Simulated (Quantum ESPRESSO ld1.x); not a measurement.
Values are calculated unless marked as measured or tabulated.
Input file for ld1.x (Quantum ESPRESSO 7.5):

```
 &input
    zed=14.0,
    iswitch=1,
    rel=0,
    lsd=1,
    dft='PZ',
    config='[Ne] 3s2 3p1 3p0',
    verbosity='high',
    prefix='ld1',
    max_out_wfc=37,
    file_charge='ld1.rho',
 /
```

It prints (banner and zero overlaps left out):

```
     Program LD1 v.7.5 starts

     --------------------------- All-electron run ----------------------------

     atomic number is 14.00
     dft =PZ   lsd =1 sic =0 latt =0  beta=0.20 tr2=1.0E-14
     Exchange-correlation= PZ
                           (   1   1   0   0   0   0   0)
     mesh =1781 r(mesh) =  99.57814 a.u. xmin = -7.00 dx = 0.00800
     1 Ry =  13.60569312 eV

     n l     nl                  e(Ry)          e(Ha)          e(eV)
     1 0     1S 1( 1.00)    -131.081233744     -65.540616872  -1783.4510405
     2 0     2S 1( 1.00)     -10.848138280      -5.424069140   -147.5964404
     2 1     2P 1( 3.00)      -7.730375471      -3.865187735   -105.1771164
     3 0     3S 1( 1.00)      -1.428307577      -0.714153789    -19.4331146
     3 1     3P 1( 1.00)      -0.890385584      -0.445192792    -12.1143130
     3 1     3P 2( 0.00)      -0.829612792      -0.414806396    -11.2874571
     1 0     1S 2( 1.00)    -131.073407957     -65.536703979  -1783.3445652
     2 0     2S 2( 1.00)     -10.838933028      -5.419466514   -147.4711966
     2 1     2P 2( 3.00)      -7.718770176      -3.859385088   -105.0192183
     3 0     3S 2( 1.00)      -1.363348695      -0.681674348    -18.5493040

     final scf error:  9.1E-15 reached in  22 iterations

     Etot =    -575.822761 Ry,    -287.911380 Ha,   -7834.467778 eV
     Total magnetization:    1.00 Bohr mag.

     Ekin =     574.461704 Ry,     287.230852 Ha,    7815.949660 eV
     Encl =   -1366.020517 Ry,    -683.010259 Ha,  -18585.655955 eV
     Eh   =     254.378893 Ry,     127.189447 Ha,    3461.001160 eV
     Exc  =     -38.642841 Ry,     -19.321421 Ha,    -525.762642 eV
```

Run on one thread of a shared host, so times are rough (Intel(R) Xeon(R) Processor @ 2.60GHz): 0.56 s of CPU time, 1.1 s wall, 22 iterations on 1781 mesh points.
